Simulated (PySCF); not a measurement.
# First hyperpolarisability: SMILES CC1=C/C=C\C=C/C=C\1, C9H10

Molfile (atoms numbered from 1):
```
C9H10
     RDKit          3D

 19 19  0  0  0  0  0  0  0  0999 V2000
    2.5502    0.2549    0.5743 C   0  0  0  0  0  0  0  0  0  0  0  0
    1.1858   -0.0005    0.0020 C   0  0  0  0  0  0  0  0  0  0  0  0
    0.6367   -1.2284    0.0241 C   0  0  0  0  0  0  0  0  0  0  0  0
   -0.6472   -1.6482   -0.5473 C   0  0  0  0  0  0  0  0  0  0  0  0
   -1.8605   -1.1317   -0.2913 C   0  0  0  0  0  0  0  0  0  0  0  0
   -2.1733   -0.0114    0.6017 C   0  0  0  0  0  0  0  0  0  0  0  0
   -1.6370    1.2193    0.5681 C   0  0  0  0  0  0  0  0  0  0  0  0
   -0.6359    1.7081   -0.3873 C   0  0  0  0  0  0  0  0  0  0  0  0
    0.5641    1.1710   -0.6497 C   0  0  0  0  0  0  0  0  0  0  0  0
    3.2386    0.6265   -0.2041 H   0  0  0  0  0  0  0  0  0  0  0  0
    2.9844   -0.6537    1.0146 H   0  0  0  0  0  0  0  0  0  0  0  0
    2.5083    1.0341    1.3531 H   0  0  0  0  0  0  0  0  0  0  0  0
    1.2373   -2.0384    0.4593 H   0  0  0  0  0  0  0  0  0  0  0  0
   -0.6077   -2.5431   -1.1817 H   0  0  0  0  0  0  0  0  0  0  0  0
   -2.7285   -1.6364   -0.7340 H   0  0  0  0  0  0  0  0  0  0  0  0
   -2.9857   -0.1906    1.3173 H   0  0  0  0  0  0  0  0  0  0  0  0
   -2.0430    1.9703    1.2573 H   0  0  0  0  0  0  0  0  0  0  0  0
   -0.8927    2.6456   -0.8974 H   0  0  0  0  0  0  0  0  0  0  0  0
    1.2126    1.7032   -1.3585 H   0  0  0  0  0  0  0  0  0  0  0  0
  1  2  1  0
  2  3  2  0
  3  4  1  0
  4  5  2  0
  5  6  1  0
  6  7  2  0
  7  8  1  0
  8  9  2  0
  9  2  1  0
  1 10  1  0
  1 11  1  0
  1 12  1  0
  3 13  1  0
  4 14  1  0
  5 15  1  0
  6 16  1  0
  7 17  1  0
  8 18  1  0
  9 19  1  0
M  END
```

Method: quadratic response CAM-B3LYP/aug-cc-pVDZ first hyperpolarisability, Taylor convention, gas phase in PySCF. Geometry: PBE0-D3(BJ)/def2-SVP.

Question: Give β for the processes computed.

Answer: In au, Taylor convention; the vector part is βᵢ = ⅓ Σⱼ (βᵢⱼⱼ + βⱼᵢⱼ + βⱼⱼᵢ); β∥ is 3/5 of the vector part along the dipole, the dipole points from − to +:
| process | λ (nm) | β vector norm | β∥ | β HRS | depolarisation ratio |
| --- | --- | --- | --- | --- | --- |
| static β(0;0,0) | ∞ | 103.6 | 48.7 | 44.4 | 4.50 |
| second harmonic β(−2ω;ω,ω) | 1907 | 112.0 | 52.5 | 47.8 | 4.52 |
| Pockels β(−ω;ω,0) | 1907 | 106.3 | 49.9 | – | – |
| second harmonic β(−2ω;ω,ω) | 1064 | 135.1 | 63.2 | 57.4 | 4.57 |
| Pockels β(−ω;ω,0) | 1064 | 112.6 | 52.8 | – | – |

Question: Which lowest excitations, dipole and polarisabilities go with it?

Answer: S1 3.77 eV (f = 0.001); S2 5.39 eV (f = 0.002); S3 5.45 eV (f = 0.002); dipole 0.37 D; isotropic α 108.2 au static, 108.7 au at 1907 nm, 109.6 au at 1064 nm, 110.0 au at 953.5 nm, 114.2 au at 532 nm.
